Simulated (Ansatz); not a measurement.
System: sum formula BN$_{3}$H$_{5}$, charge 0, multiplicity 2. It need not be the lowest isomer of its formula. 
Structure (B3LYP-D3(BJ)/def2-TZVP (Ansatz, an electronic-structure program) minimum search):
SMILES: [NH]B(N)N
```xyz
9

B      0.0394     0.0100    -0.0037
N      1.4919     0.0940    -0.1718
N     -0.6022    -1.2419     0.2227
N     -0.6945     1.2161    -0.1354
H      2.0107    -0.4323     0.5339
H     -0.0840    -2.1003     0.2830
H     -1.5855    -1.3862     0.0665
H     -0.2312     2.0824    -0.3444
H     -1.6732     1.3093     0.0703
```
Charge 0, spin multiplicity 2.

Total electronic energies in hartree. Cores are frozen in the correlated levels unless marked. UHF or UKS for open shells. No spin-orbit coupling. Non-relativistic. CBS(X,Y): correlation extrapolated as X^-3; Hartree-Fock from the larger set. The bracket is a focal-point correction in the basis named.

| level | program | energy (Eh) |
|---|---|---|
| HF/6-31G | Ansatz | -190.94097 |
| RI-HF/aug-cc-pVTZ | Ansatz | -191.09501 |
| PBE/def2-TZVPD | Ansatz | -191.99703 |
| PBE0-D4/def2-TZVPD | Ansatz + dftd4 | -192.01722 |
| BHLYP-D3(BJ)/def2-TZVPD | Ansatz + dftd3 | -192.14411 |
| B2GP-PLYP-D3(BJ)/def2-TZVPD | Ansatz + dftd3 | -192.04647 |
| B2GP-PLYP-D4/def2-TZVPD | Ansatz + dftd4 | -192.04562 |
| B2PLYP-D4/def2-TZVPD | Ansatz + dftd4 | ? |
| MP2/6-31G* | Ansatz | -191.53072 |
| RI-MP2/aug-cc-pVTZ | Ansatz | -191.80319 |
| RI-MP2/aug-cc-pVQZ | Ansatz | -191.85777 |
| SCS-MP2/aug-cc-pVTZ | Ansatz | -191.79779 |
| SCS-MP2/cc-pwCVTZ | Ansatz | -191.79269 |
| RI-MP2/CBS(aug-cc-pVTZ,aug-cc-pVQZ)+[CCSD(T)-MP2]/aug-cc-pVDZ | Ansatz | -191.9482 |
| RI-MP2/CBS(aug-cc-pVTZ,aug-cc-pVQZ)+[CCSD(T)-MP2]/aug-cc-pVTZ | Ansatz | -191.9492 |

Q: Fill in the missing entries.

A: 
- B2PLYP-D4/def2-TZVPD, energy (Eh): -192.08547
